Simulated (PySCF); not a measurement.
# TDDFT excited states: C2H9OPSi2

Species: C₂H₉OPSi₂.
Bonds: O1–C2 (double), C2–Si3, Si3–C4, C4–Si5, Si5–P6. Hydrogens: H7 on C2; H8, H9 on Si3; H10, H11 on C4; H12, H13 on Si5; H14, H15 on P6.

The calculation used PySCF 2.14.0, density-fitted response routines, TDDFT CAM-B3LYP/def2-SVPD, vertical, gas phase, core orbitals frozen in the response. The structure is a single GFN2-xTB conformer in the gas phase; no vibrational or solvent corrections. Note that the optimisation stopped short of convergence; the values belong to its last geometry.

```csv
state,E (eV),E (hartree),f,|μ| (D),"main configurations (H = HOMO, L = LUMO)"
S1,3.31,0.1217,0.0005,0.20,"H-1→L (70%), H→L (24%)"
S2,5.26,0.1932,0.010,0.72,"H→L (74%), H-1→L (24%)"
S3,6.40,0.2354,0.0086,0.59,"H→L+4 (62%), H→L+3 (10%)"
S4,6.58,0.2419,0.0044,0.42,H-2→L (94%)
S5,6.64,0.2439,0.014,0.75,"H→L+1 (51%), H-1→L+1 (13%), H→L+4 (10%)"
S6,6.75,0.2480,0.011,0.64,"H-3→L (53%), H→L+2 (14%), H-1→L+2 (12%)"
S7,6.79,0.2494,0.036,1.19,"H-3→L (33%), H→L+2 (29%), H-1→L+2 (20%)"
S8,6.84,0.2512,0.020,0.87,"H-1→L+1 (44%), H-1→L+2 (20%), H→L+1 (10%)"
```

Triplets, Tamm–Dancoff:

```json
{"state": "T1", "E (eV)": "2.64", "λ (nm)": "468.9", "main configurations (H = HOMO, L = LUMO)": "H-1→L (71%), H→L (22%)"}
{"state": "T2", "E (eV)": "5.11", "λ (nm)": "242.8", "main configurations (H = HOMO, L = LUMO)": "H→L (65%), H-1→L (20%)"}
{"state": "T3", "E (eV)": "5.69", "λ (nm)": "218.1", "main configurations (H = HOMO, L = LUMO)": "H→L+4 (24%), H-9→L (15%), H-8→L (12%)"}
```

The lowest singlet comes at 374 nm (320 kJ/mol) in the ultraviolet; it is very weak; its leading configuration is HOMO-1→LUMO (70%). The strongest level in the table is S7 at 6.79 eV (183 nm, f = 0.036). Löwdin shares by element: HOMO phosphorus 52%, silicon 13% or more, oxygen 9%, hydrogen 5% or more (atoms not listed hold the other 21%); LUMO carbon 39% or more, oxygen 34%, silicon 12% or more, hydrogen 6% or more. The listed states span 3.52 eV, and the widest gap between neighbours is 1.95 eV (S1 to S2). Of the 8 states listed, 5 reach f = 0.01 and none stays under 0.0005. The oscillator strengths of these states sum to 0.105; summed over the whole spectrum of an exact calculation they would give the number of electrons, 72 (Thomas–Reiche–Kuhn). No computed singlet lies in the visible range (380 to 750 nm); the lowest, at 374 nm, stands 0.05 eV above its violet end (3.26 eV); a Tamm–Dancoff triplet lies at 469 nm, without intensity as long as spin–orbit coupling is left out. Only the lowest 8 singlets were computed, as vertical energies without vibronic structure.
